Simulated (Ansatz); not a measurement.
Basis-set extrapolation for `FC(F)(F)CO[Si](F)(F)OCC(F)(F)F` (PBE0-D4/def2-TZVP geometry, frozen core, Ansatz 0.2.0). Multiplicity 1, RHF reference.

```
                       def2-TZVPP    def2-QZVPP
                 HF  -1388.748140  -1388.807162
    MP2 correlation     -3.188482     -3.472759
CCSD(T) correlation     -3.321290       not run
```

Energies in hartree. Use E(X) = E(∞) + A·exp(−7.88·√X) for Hartree–Fock and E(X) = E(∞) + B·X^(−2.97) for correlation, with X = 3 and 4, and add CCSD(T) minus MP2 of the smaller set to the MP2 limit.

Question: What is the CCSD(T) energy at the basis-set limit?

Answer: HF limit: -1388.807162 + (-0.059022) × 0.13774 = -1388.81529. MP2 limit: -3.472759 + (-0.284277) × 0.74074 = -3.68333. Higher-order term: -3.321290 − (-3.188482) = -0.13281. Total: -1392.63143 hartree, 1475.5 kJ/mol below CCSD(T)/def2-TZVPP.
